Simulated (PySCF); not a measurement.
Members of one series of related molecules.

All values: PBE0/pcSseg-1 (PySCF) at GFN2-xTB geometries, gas phase, one conformer each.

Task: Rank by the highest Hirshfeld charge on any atom, lowest value first.
A. `CO[C@@H]1C[Si@H](C#N)[SiH2][SiH2]1`
B. `N#C[C@@]12CO[C@@H](C1)[SiH2][SiH2]2`
C. `CO[C@@H]1[SiH2][SiH2][C@@H](C#N)[SiH2]1`
D. `CO[C@@H]1C[C@@H](CC#N)[SiH2][SiH2]1`
E. `N#C[C@@H]1C[C@H](O[SiH3])[SiH2][SiH2]1`
F. `CO[Si@@H]1C[C@@H](C#N)[SiH2][SiH2]1`

Result: D (+0.236 e), B (+0.254 e), A (+0.300 e), F (+0.336 e), C (+0.347 e), E (+0.383 e).

Task: Rank by HOMO–LUMO gap, highest first.
A. `CCO[C@@H]1C[C@@H](C#N)[SiH2][SiH2]1`
B. `CO[C@@H]1C[C@@H](CC#N)[SiH2][SiH2]1`
C. `CO[C@@H]1C[Si@H](C#N)[SiH2][SiH2]1`
D. `COC1=C[C@@H]([SiH2][SiH2]1)C#N`
E. `[C@H]1(C[C@H](C[SiH2]1)C#N)OC`

Result: E (8.02 eV), A (7.27 eV), B (7.00 eV), C (6.69 eV), D (6.54 eV).

Task: Rank by dipole moment, lowest first.
A. `[CH3:1][O:2][C@@H:3]1[CH2:4][C@@H:5]([C:6]#[N:7])[CH2:8][SiH2:9]1` with C1–O2–C3–C4 -78°, O2–C3–C4–C5 -74°, C3–C4–C5–C6 -175°, C4–C5–C8–Si9 39°, C5–C8–Si9–C3 -14°
B. `N#C[C@@]12CO[C@@H](C1)[SiH2][SiH2]2`
C. `[CH3:1][O:2][C@@H:3]1[SiH2:4][SiH2:5][C@@H:6]([C:7]#[N:8])[SiH2:9]1` with C1–O2–C3–Si4 -94°, O2–C3–Si4–Si5 -84°, C3–Si4–Si5–C6 -2°, Si4–Si5–C6–C7 -146°, Si5–C6–Si9–C3 39°
D. `[CH3:1][CH2:2][O:3][C@@H:4]1[CH2:5][C@@H:6]([C:7]#[N:8])[SiH2:9][SiH2:10]1` with C1–C2–O3–C4 -175°, C2–O3–C4–C5 -74°, O3–C4–C5–C6 -56°, C4–C5–C6–C7 -174°, C5–C6–Si9–Si10 22°, C6–Si9–Si10–C4 5°
E. `[CH3:1][O:2][C:3]1=[CH:4][C@H:5]([C:6]#[N:7])[SiH2:8][SiH2:9]1` with C1–O2–C3–C4 3°

Result: B (3.61 D), E (3.96 D), A (4.13 D), D (4.57 D), C (5.78 D).

All values together:

| SMILES | change | formula | μ (D) | HOMO (eV) | LUMO (eV) | lowest IAO charge (e) | highest IAO charge (e) | lowest Hirshfeld charge (e) | highest Hirshfeld charge (e) |
| --- | --- | --- | --- | --- | --- | --- | --- | --- | --- |
| CO[C@@H]1C[C@@H](C#N)[SiH2][SiH2]1 | parent | C5H11NOSi2 | 4.49 | -7.76 | -0.47 | -0.402 (O/C) | +0.456 (Si) | -0.247 (N) | +0.261 (Si) |
| CO[C@@H]1C[Si@H](C#N)[SiH2][SiH2]1 | C replaced by Si | C4H11NOSi3 | 3.89 | -7.72 | -1.03 | -0.536 (C) | +0.599 (Si) | -0.206 (N) | +0.300 (Si) |
| CO[Si@@H]1C[C@@H](C#N)[SiH2][SiH2]1 | C replaced by Si | C4H11NOSi3 | 4.01 | -7.70 | -1.07 | -0.629 (O) | +0.886 (Si) | -0.236 (N) | +0.336 (Si) |
| N#C[C@@H]1C[C@H](O[SiH3])[SiH2][SiH2]1 | C replaced by Si | C4H11NOSi3 | 4.15 | -7.87 | -0.65 | -0.644 (O) | +0.872 (Si) | -0.240 (N) | +0.383 (Si) |
| CO[C@@H]1[SiH2][SiH2][C@@H](C#N)[SiH2]1 | C replaced by Si | C4H11NOSi3 | 5.78 | -7.33 | -0.66 | -0.675 (C) | +0.791 (Si) | -0.253 (N) | +0.347 (Si) |
| CCO[C@@H]1C[C@@H](C#N)[SiH2][SiH2]1 | CH2 inserted into a C-O bond | C6H13NOSi2 | 4.57 | -7.72 | -0.46 | -0.422 (C) | +0.456 (Si) | -0.247 (N) | +0.260 (Si) |
| COC1=C[C@H](C#N)[SiH2][SiH2]1 | C-C bond made double | C5H9NOSi2 | 3.96 | -7.16 | -0.63 | -0.395 (C) | +0.462 (Si) | -0.244 (N) | +0.265 (Si) |
| CO[C@@H]1C[C@@H](C#N)C[SiH2]1 | Si replaced by C | C6H11NOSi | 4.13 | -7.65 | 0.37 | -0.534 (C) | +0.751 (Si) | -0.240 (N) | +0.349 (Si) |
| N#C[C@@]12CO[C@@H](C1)[SiH2][SiH2]2 | ring closed by a new C-C bond | C5H9NOSi2 | 3.61 | -7.31 | -0.68 | -0.410 (O) | +0.446 (Si) | -0.236 (N) | +0.254 (Si) |
| CO[C@@H]1C[C@@H](CC#N)[SiH2][SiH2]1 | CH2 inserted into a C-C bond | C6H13NOSi2 | 3.87 | -7.13 | -0.13 | -0.399 (O) | +0.419 (Si) | -0.230 (N) | +0.236 (Si) |

Conformers: `[CH3:1][O:2][C@@H:3]1[CH2:4][C@@H:5]([C:6]#[N:7])[SiH2:8][SiH2:9]1` with C1–O2–C3–C4 -75°, O2–C3–C4–C5 -56°, C3–C4–C5–C6 -175°, C4–C5–Si8–Si9 23°, C5–Si8–Si9–C3 5°; `[CH3:1][O:2][C@@H:3]1[CH2:4][Si@H:5]([C:6]#[N:7])[SiH2:8][SiH2:9]1` with C1–O2–C3–C4 -81°, O2–C3–C4–Si5 -47°, C3–C4–Si5–C6 85°, C4–Si5–Si8–Si9 3°, Si5–Si8–Si9–C3 21°; `[CH3:1][O:2][Si@@H:3]1[CH2:4][C@@H:5]([C:6]#[N:7])[SiH2:8][SiH2:9]1` with C1–O2–Si3–C4 177°, O2–Si3–C4–C5 -154°, Si3–C4–C5–C6 -64°, C4–C5–Si8–Si9 -43°, C5–Si8–Si9–Si3 15°; `[N:1]#[C:2][C@@H:3]1[CH2:4][C@H:5]([O:6][SiH3:7])[SiH2:8][SiH2:9]1` with C4–C5–O6–Si7 82°, C2–C3–C4–C5 -175°, C3–C4–C5–O6 171°, C4–C5–Si8–Si9 -26°, C5–Si8–Si9–C3 -1°; `[CH3:1][O:2][C@@H:3]1[SiH2:4][SiH2:5][C@@H:6]([C:7]#[N:8])[SiH2:9]1` with C1–O2–C3–Si4 -94°, O2–C3–Si4–Si5 -84°, C3–Si4–Si5–C6 -2°, Si4–Si5–C6–C7 -146°, Si5–C6–Si9–C3 39°; `[CH3:1][CH2:2][O:3][C@@H:4]1[CH2:5][C@@H:6]([C:7]#[N:8])[SiH2:9][SiH2:10]1` with C1–C2–O3–C4 -175°, C2–O3–C4–C5 -74°, O3–C4–C5–C6 -56°, C4–C5–C6–C7 -174°, C5–C6–Si9–Si10 22°, C6–Si9–Si10–C4 5°; `[CH3:1][O:2][C:3]1=[CH:4][C@H:5]([C:6]#[N:7])[SiH2:8][SiH2:9]1` with C1–O2–C3–C4 3°; `[CH3:1][O:2][C@@H:3]1[CH2:4][C@@H:5]([C:6]#[N:7])[CH2:8][SiH2:9]1` with C1–O2–C3–C4 -78°, O2–C3–C4–C5 -74°, C3–C4–C5–C6 -175°, C4–C5–C8–Si9 39°, C5–C8–Si9–C3 -14°; `[CH3:1][O:2][C@@H:3]1[CH2:4][C@@H:5]([CH2:6][C:7]#[N:8])[SiH2:9][SiH2:10]1` with C1–O2–C3–C4 -153°, C4–C5–C6–C7 60°, O2–C3–C4–C5 -64°, C3–C4–C5–C6 -179°, C4–C5–Si9–Si10 26°, C5–Si9–Si10–C3 0°.

Task: Give the shifts from the parent, `CO[C@@H]1C[C@@H](C#N)[SiH2][SiH2]1`.

Result: 
```
                                 SMILES  change in μ (D)  change in HOMO (eV)  change in LUMO (eV)
     CO[C@@H]1C[Si@H](C#N)[SiH2][SiH2]1            -0.60                +0.04                -0.56
    CO[Si@@H]1C[C@@H](C#N)[SiH2][SiH2]1            -0.48                +0.06                -0.60
 N#C[C@@H]1C[C@H](O[SiH3])[SiH2][SiH2]1            -0.34                -0.11                -0.18
CO[C@@H]1[SiH2][SiH2][C@@H](C#N)[SiH2]1            +1.29                +0.43                -0.19
    CCO[C@@H]1C[C@@H](C#N)[SiH2][SiH2]1            +0.08                +0.04                +0.01
          COC1=C[C@H](C#N)[SiH2][SiH2]1            -0.53                +0.60                -0.16
          CO[C@@H]1C[C@@H](C#N)C[SiH2]1            -0.36                +0.11                +0.84
    N#C[C@@]12CO[C@@H](C1)[SiH2][SiH2]2            -0.88                +0.45                -0.21
    CO[C@@H]1C[C@@H](CC#N)[SiH2][SiH2]1            -0.62                +0.63                +0.34
```
